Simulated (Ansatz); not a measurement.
**Molecular dynamics of AlFH$_{2}$O$_{2}$**

Input:

```yaml
crystal:
  periodic: [false, false, false]
  atoms:
    - { symbol: Al, position_ang: [-0.099762, -0.139829, -0.079775] }
    - { symbol: O, position_ang: [-0.002796, -0.222394, 1.607529] }
    - { symbol: H, position_ang: [-0.737892, -0.092039, 2.212856] }
    - { symbol: O, position_ang: [1.254207, -0.385666, -1.057953] }
    - { symbol: H, position_ang: [2.137231, -0.581722, -0.733937] }
    - { symbol: F, position_ang: [-1.541088, 0.18835, -0.83152] }
basis:
  gaussian: { orbitals: def2-SVP }
hamiltonian:
  xc: b3lyp
  dispersion: d4
md:
  timestep: 0.5
  n_steps: 250
  ensemble: nve
  temperature: 500.0
  initial_velocities: maxwell_boltzmann
  seed: 576581
  masses: [{ species: H, mass: 2.014 }]
```

Command:

```bash
$ ansatz run input.yaml --threads 1 --pin off --max-ram 2048MiB --backend cpu --events-out ev --progress --plain --runs-dir out
```

It starts from a relaxed structure.

Output, in part (one step line in 5, the closing report, with atoms numbered from 0):

```
md step     0: t =     0.00 fs  T =   500.0 K  F+E_penalty+E_count = -13438.49802770 eV  E_kin = 0.258520 eV  conserved = -13438.23950770 eV  (24 SCF iters)
md step     5: t =     2.50 fs  T =   366.9 K  F+E_penalty+E_count = -13438.42818903 eV  E_kin = 0.189697 eV  conserved = -13438.23849219 eV  (28 SCF iters)
md step    10: t =     5.00 fs  T =   368.8 K  F+E_penalty+E_count = -13438.43004992 eV  E_kin = 0.190682 eV  conserved = -13438.23936780 eV  (28 SCF iters)
md step    15: t =     7.50 fs  T =   224.8 K  F+E_penalty+E_count = -13438.35485783 eV  E_kin = 0.116250 eV  conserved = -13438.23860739 eV  (28 SCF iters)
md step    20: t =    10.00 fs  T =   230.3 K  F+E_penalty+E_count = -13438.35787402 eV  E_kin = 0.119085 eV  conserved = -13438.23878942 eV  (28 SCF iters)
md step    25: t =    12.50 fs  T =   297.9 K  F+E_penalty+E_count = -13438.39325147 eV  E_kin = 0.154029 eV  conserved = -13438.23922269 eV  (28 SCF iters)
md step    30: t =    15.00 fs  T =   289.1 K  F+E_penalty+E_count = -13438.38812432 eV  E_kin = 0.149473 eV  conserved = -13438.23865151 eV  (28 SCF iters)
md step    35: t =    17.50 fs  T =   373.5 K  F+E_penalty+E_count = -13438.43252616 eV  E_kin = 0.193136 eV  conserved = -13438.23939065 eV  (25 SCF iters)
md step    40: t =    20.00 fs  T =   230.7 K  F+E_penalty+E_count = -13438.35787223 eV  E_kin = 0.119306 eV  conserved = -13438.23856627 eV  (23 SCF iters)
md step    45: t =    22.50 fs  T =   228.3 K  F+E_penalty+E_count = -13438.35728814 eV  E_kin = 0.118054 eV  conserved = -13438.23923452 eV  (28 SCF iters)
md step    50: t =    25.00 fs  T =    88.2 K  F+E_penalty+E_count = -13438.28421358 eV  E_kin = 0.045596 eV  conserved = -13438.23861799 eV  (28 SCF iters)
md step    55: t =    27.50 fs  T =   104.7 K  F+E_penalty+E_count = -13438.29317528 eV  E_kin = 0.054142 eV  conserved = -13438.23903357 eV  (24 SCF iters)
md step    60: t =    30.00 fs  T =   138.8 K  F+E_penalty+E_count = -13438.31068303 eV  E_kin = 0.071760 eV  conserved = -13438.23892334 eV  (28 SCF iters)
md step    65: t =    32.50 fs  T =   162.6 K  F+E_penalty+E_count = -13438.32272766 eV  E_kin = 0.084078 eV  conserved = -13438.23865008 eV  (23 SCF iters)
md step    70: t =    35.00 fs  T =   288.3 K  F+E_penalty+E_count = -13438.38854456 eV  E_kin = 0.149073 eV  conserved = -13438.23947153 eV  (28 SCF iters)
md step    75: t =    37.50 fs  T =   181.0 K  F+E_penalty+E_count = -13438.33206160 eV  E_kin = 0.093598 eV  conserved = -13438.23846374 eV  (22 SCF iters)
md step    80: t =    40.00 fs  T =   220.8 K  F+E_penalty+E_count = -13438.35356444 eV  E_kin = 0.114171 eV  conserved = -13438.23939392 eV  (28 SCF iters)
md step    85: t =    42.50 fs  T =    90.6 K  F+E_penalty+E_count = -13438.28542607 eV  E_kin = 0.046839 eV  conserved = -13438.23858690 eV  (28 SCF iters)
md step    90: t =    45.00 fs  T =   113.9 K  F+E_penalty+E_count = -13438.29769982 eV  E_kin = 0.058875 eV  conserved = -13438.23882494 eV  (29 SCF iters)
md step    95: t =    47.50 fs  T =   184.5 K  F+E_penalty+E_count = -13438.33451826 eV  E_kin = 0.095381 eV  conserved = -13438.23913684 eV  (28 SCF iters)
md step   100: t =    50.00 fs  T =   216.4 K  F+E_penalty+E_count = -13438.35053380 eV  E_kin = 0.111883 eV  conserved = -13438.23865070 eV  (28 SCF iters)
md step   105: t =    52.50 fs  T =   353.2 K  F+E_penalty+E_count = -13438.42197662 eV  E_kin = 0.182623 eV  conserved = -13438.23935403 eV  (28 SCF iters)
md step   110: t =    55.00 fs  T =   277.5 K  F+E_penalty+E_count = -13438.38210112 eV  E_kin = 0.143492 eV  conserved = -13438.23860863 eV  (29 SCF iters)
md step   115: t =    57.50 fs  T =   318.4 K  F+E_penalty+E_count = -13438.40384504 eV  E_kin = 0.164618 eV  conserved = -13438.23922746 eV  (28 SCF iters)
md step   120: t =    60.00 fs  T =   211.6 K  F+E_penalty+E_count = -13438.34808107 eV  E_kin = 0.109383 eV  conserved = -13438.23869777 eV  (28 SCF iters)
md step   125: t =    62.50 fs  T =   230.2 K  F+E_penalty+E_count = -13438.35800366 eV  E_kin = 0.119034 eV  conserved = -13438.23896953 eV  (28 SCF iters)
md step   130: t =    65.00 fs  T =   288.4 K  F+E_penalty+E_count = -13438.38806344 eV  E_kin = 0.149106 eV  conserved = -13438.23895750 eV  (28 SCF iters)
md step   135: t =    67.50 fs  T =   324.4 K  F+E_penalty+E_count = -13438.40641303 eV  E_kin = 0.167750 eV  conserved = -13438.23866275 eV  (28 SCF iters)
md step   140: t =    70.00 fs  T =   462.1 K  F+E_penalty+E_count = -13438.47834661 eV  E_kin = 0.238911 eV  conserved = -13438.23943535 eV  (28 SCF iters)
md step   145: t =    72.50 fs  T =   362.3 K  F+E_penalty+E_count = -13438.42588134 eV  E_kin = 0.187329 eV  conserved = -13438.23855223 eV  (28 SCF iters)
md step   150: t =    75.00 fs  T =   372.3 K  F+E_penalty+E_count = -13438.43181463 eV  E_kin = 0.192469 eV  conserved = -13438.23934549 eV  (27 SCF iters)
md step   155: t =    77.50 fs  T =   236.6 K  F+E_penalty+E_count = -13438.36099003 eV  E_kin = 0.122340 eV  conserved = -13438.23865031 eV  (28 SCF iters)
md step   160: t =    80.00 fs  T =   225.7 K  F+E_penalty+E_count = -13438.35546250 eV  E_kin = 0.116683 eV  conserved = -13438.23877942 eV  (28 SCF iters)
md step   165: t =    82.50 fs  T =   283.2 K  F+E_penalty+E_count = -13438.38564304 eV  E_kin = 0.146434 eV  conserved = -13438.23920924 eV  (24 SCF iters)
md step   170: t =    85.00 fs  T =   266.1 K  F+E_penalty+E_count = -13438.37618024 eV  E_kin = 0.137589 eV  conserved = -13438.23859168 eV  (28 SCF iters)
md step   175: t =    87.50 fs  T =   366.0 K  F+E_penalty+E_count = -13438.42860453 eV  E_kin = 0.189234 eV  conserved = -13438.23937077 eV  (28 SCF iters)
md step   180: t =    90.00 fs  T =   261.7 K  F+E_penalty+E_count = -13438.37391806 eV  E_kin = 0.135310 eV  conserved = -13438.23860828 eV  (28 SCF iters)
md step   185: t =    92.50 fs  T =   276.8 K  F+E_penalty+E_count = -13438.38231263 eV  E_kin = 0.143092 eV  conserved = -13438.23922092 eV  (28 SCF iters)
md step   190: t =    95.00 fs  T =   147.8 K  F+E_penalty+E_count = -13438.31514499 eV  E_kin = 0.076422 eV  conserved = -13438.23872335 eV  (28 SCF iters)
md step   195: t =    97.50 fs  T =   135.6 K  F+E_penalty+E_count = -13438.30907704 eV  E_kin = 0.070104 eV  conserved = -13438.23897322 eV  (28 SCF iters)
md step   200: t =   100.00 fs  T =   166.8 K  F+E_penalty+E_count = -13438.32515323 eV  E_kin = 0.086221 eV  conserved = -13438.23893180 eV  (28 SCF iters)
md step   205: t =   102.50 fs  T =   191.8 K  F+E_penalty+E_count = -13438.33783274 eV  E_kin = 0.099179 eV  conserved = -13438.23865411 eV  (23 SCF iters)
md step   210: t =   105.00 fs  T =   322.7 K  F+E_penalty+E_count = -13438.40632564 eV  E_kin = 0.166855 eV  conserved = -13438.23947101 eV  (28 SCF iters)
md step   215: t =   107.50 fs  T =   212.5 K  F+E_penalty+E_count = -13438.34840426 eV  E_kin = 0.109889 eV  conserved = -13438.23851525 eV  (28 SCF iters)
md step   220: t =   110.00 fs  T =   232.0 K  F+E_penalty+E_count = -13438.35931459 eV  E_kin = 0.119947 eV  conserved = -13438.23936713 eV  (28 SCF iters)
md step   225: t =   112.50 fs  T =   103.7 K  F+E_penalty+E_count = -13438.29222272 eV  E_kin = 0.053624 eV  conserved = -13438.23859849 eV  (28 SCF iters)
md step   230: t =   115.00 fs  T =   129.8 K  F+E_penalty+E_count = -13438.30593760 eV  E_kin = 0.067133 eV  conserved = -13438.23880458 eV  (28 SCF iters)
md step   235: t =   117.50 fs  T =   214.5 K  F+E_penalty+E_count = -13438.35009512 eV  E_kin = 0.110888 eV  conserved = -13438.23920756 eV  (28 SCF iters)
md step   240: t =   120.00 fs  T =   223.5 K  F+E_penalty+E_count = -13438.35418438 eV  E_kin = 0.115541 eV  conserved = -13438.23864349 eV  (28 SCF iters)
md step   245: t =   122.50 fs  T =   328.1 K  F+E_penalty+E_count = -13438.40901613 eV  E_kin = 0.169641 eV  conserved = -13438.23937499 eV  (28 SCF iters)
md step   250: t =   125.00 fs  T =   216.6 K  F+E_penalty+E_count = -13438.35056972 eV  E_kin = 0.111990 eV  conserved = -13438.23857965 eV  (24 SCF iters)
Total energy: -13438.35078497 eV, -493.8502825064 hartree
Atom 0 at    -0.142901    -0.113263    -0.116085 Å, force     1.256185    -0.404954    -0.601217 eV/Å
Atom 1 at     0.081250    -0.252758     1.548546 Å, force    -1.824394     0.538398     1.705173 eV/Å
Atom 2 at    -0.676375    -0.050994     2.177978 Å, force     1.494564    -0.432525    -1.098025 eV/Å
Atom 3 at     1.322894    -0.411802    -0.986977 Å, force    -0.302166     0.143793     0.411831 eV/Å
Atom 4 at     2.157037    -0.564866    -0.496673 Å, force    -0.794826     0.136599    -0.357389 eV/Å
Atom 5 at    -1.617064     0.192063    -0.811507 Å, force     0.170638     0.018689    -0.060372 eV/Å
Dipole moment:     0.033349     0.049224     0.389695 e Å
```

All steps were run. The conserved energy stayed within 0.2 meV per atom of its start (net change 0.15 meV per atom), so the integration is sound. Over the second half the temperature averaged 0.51 of the 500 K drawn at the start: a run that starts near a minimum puts about half its kinetic energy into the potential. A run of 0.12 ps of so small a system gives no equilibrium averages.

The same pairs are bonded in the first frame and the last. Pairs count as bonded within 1.25 times the sum of covalent radii (0.12 Å more for H–H).

Last frame:

```xyz
6
Properties=species:S:1:pos:R:3
Al -0.143 -0.113 -0.116
O 0.081 -0.253 1.548
H -0.676 -0.051 2.178
O 1.323 -0.412 -0.987
H 2.157 -0.565 -0.497
F -1.617 0.192 -0.811
```

The run took 8.2 min on 1 thread of Arm Neoverse V2 (shared host), peak memory 0.12 GiB.
